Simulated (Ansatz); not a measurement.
Calculated with Ansatz (gas phase, PBE0-D4/def2-TZVP geometries, no zero-point term in ΔE). CCSD(T)/CBS is the MP2 limit (def2-TZVPP, def2-QZVPP) plus CCSD(T) − MP2 in def2-TZVPP, frozen cores. This one scheme is used for every species. DFT in def2-TZVPP. B3LYP here is the variant with VWN-RPA as its local correlation; programs differ in this. Triplets are unrestricted, without spin–orbit coupling. Elements past krypton have def2 core potentials. For In outer-core shells are correlated without core-valence functions, which leaves a few kJ/mol of doubt a bond. One conformer a species, not always the lowest.

`C[O][In]([O][SiH3])[N](C)C` → `[CH2]` (triplet) + `C[N](C)[In]([OH])[O][SiH3]`  (formal loss of a carbene)

| level | ΔE (kcal/mol) |
| --- | --- |
| PBE-QIDH | 87.8 |
| r2SCAN | 83.9 |
| B3LYP | 86.6 |
| CAM-B3LYP | 88.4 |

What does CCSD(T)/CBS give? (Best estimate.)

Computed: +89.0 kcal/mol. The listed levels differ from it by -1.2, -5.1, -2.4, -0.6 kcal/mol.

Largest T1 diagnostic among the species: 0.015.

Leaving LDA and LC-ωPBE aside and taking each functional with its dispersion term where it has one, the values, not all of them listed here, spread over 9.7 kcal/mol, from r2SCAN0-D4 to ωB97X-V. LDA lies +16.7 kcal/mol from PBE without D4. From r2SCAN to r2SCAN0 (25 % exact exchange), in def2-TZVPP and without D4, ΔE moves by −1.5 kcal/mol.
